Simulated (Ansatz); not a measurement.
Cr₂O₂⁻, relaxed as a sextet with UKS PBE-D4/def2-SVPD in Ansatz, starting from the PBE-D4/def2-SVPD geometry of the charge -1 doublet. Force threshold 0.02 eV/Å.

The charge -1 sextet is spin-contaminated (final ⟨S²⟩ up to 9.80, 8.75 for a pure state). The highest occupied level of the charge -1 sextet lies above zero (up to 0.81 eV). The electron is either unbound and held by the finite basis, or the level is raised by self-interaction error. At PBE-D4/def2-SVPD a quartet of charge -1 lies 0.50 eV below the sextet, each at its own geometry. Another isomer (doublet) lies 0.32 eV lower at PBE0-D4/def2-TZVPD.

Start:

```xyz
4

Cr   -0.672    0.390    0.000
Cr    0.752   -1.664   -0.419
O     0.507   -0.639    1.007
O    -0.588    1.913   -0.589
```

**Question.** Estimate the energy that the relaxation releases and the steps that it takes.

**Answer.** 4.6 kcal/mol, in 8 steps; 22 s on 4 threads of Arm Neoverse V2 on a shared host. No frequencies were taken in this run, so the end may be a saddle point.

**Question.** Does the start keep its bonding and symmetry?

**Answer.** By distances, no bond broke or formed. The bond that changes most is Cr2–O3, from 1.77 to 1.98 Å (atoms count from 1).

**Question.** Predict the relaxed structure.

**Answer.** 
```xyz
4

Cr   -0.632    0.363    0.048
Cr    0.767   -1.698   -0.511
O     0.429   -0.515    1.046
O    -0.564    1.850   -0.582
```
Bond lengths (bridged metal pairs left out): 3 × Cr–O 1.62 to 1.98 Å.
